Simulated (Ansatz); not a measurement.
`N[SiH2]C[SeH]` + `C#CF` → `N[SiH2]F` + `C#CC[SeH]`  (formal exchange of groups at the Si–C bond)

Gas-phase electronic energies from Ansatz, PBE0-D4/def2-TZVP geometries. CCSD(T)/CBS adds triple-zeta CCSD(T) − MP2 to the extrapolated MP2 energy (def2 sets, frozen cores). This one scheme is used for every species. Functionals use def2-TZVPP. For Se outer-core shells are correlated without core-valence functions, which leaves a few kJ/mol of doubt a bond. Scalar relativity is left out up to krypton. Each species was taken in one conformer, which may not be the lowest.

```json
{"species": "`N[SiH2]C[SeH]`", "PBE0 energy (Eh)": "-2787.67316"}
{"species": "`C#CF`", "PBE0 energy (Eh)": "-176.42672"}
{"species": "`N[SiH2]F`", "PBE0 energy (Eh)": "-446.38420"}
{"species": "`C#CC[SeH]`", "PBE0 energy (Eh)": "-2517.81134"}
```

**Question.** Work out ΔE.

**Answer.** ΔE = (-446.38420) + (-2517.81134) − (-2787.67316) − (-176.42672) = -0.09566 Eh = -2.60 eV. CCSD(T)/CBS gives -2.76 eV.

Largest T1 diagnostic among the species: 0.013.

The D4 term adds +0.07 eV with B3LYP and +0.04 eV with PBE0; it sums over pairs of atoms, weighted by their polarisabilities, and B3LYP, whose exchange is more repulsive, gets the larger term. From PBE to PBE0 (25 % exact exchange), in def2-TZVPP and without D4, ΔE moves by −0.07 eV.

B3LYP here is the variant with VWN-RPA as its local correlation; programs differ in this.
